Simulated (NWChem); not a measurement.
# AuCl₄ anion; SMILES [Cl][Au-]([Cl])([Cl])[Cl]

Program: NWChem. The geometry was optimised at B3LYP/def2-SVPD. No frequency run checked for a minimum. def2 effective core potentials on Au; no spin-orbit coupling. Level PBE/def2-SVPD: single points from the atomic guess with DIIS by default; each run changes one setting, and all converged runs end within 0.3 mHa of each other. NWChem's automatic level shift, which a small gap switches on, acted in some of these runs.

### Question
Which setting needs the most SCF iterations, or fails (core-Hamiltonian guess; defaults; level shift of 0.5 Ha throughout; occupation smearing of 0.005 Ha; no level shifting)?

### Answer
core-Hamiltonian guess, with 26 against 14 for the defaults.
```json
[
 {"setting": "defaults", "SCF iterations": "14"},
 {"setting": "core-Hamiltonian guess", "SCF iterations": "26"},
 {"setting": "no level shifting", "SCF iterations": "8"},
 {"setting": "occupation smearing of 0.005 Ha", "SCF iterations": "8"},
 {"setting": "level shift of 0.5 Ha throughout", "SCF iterations": "14"}
]
```
